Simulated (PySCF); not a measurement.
CNiO, multiplicity 1. Atoms are numbered in the order given.

```xyz
3

Ni     0.0000     0.0000     0.7741
O      0.0000     0.0000    -2.0393
C      0.0000     0.0000    -0.8933
```
Charge 0, spin multiplicity 1.

Geometry optimised at PBE0-D3(BJ)/def2-TZVP. The multiplicity is an assumed one; other spin states were not compared.

Calculation: M06-2X/def2-TZVPD in PySCF.

Mulliken values depend strongly on the basis, most of all with diffuse functions as here. Atomic charges (e):

```csv
atom,Mulliken,IAO
Ni1,0.51,0.06
O2,-0.25,-0.27
C3,-0.26,0.20
```
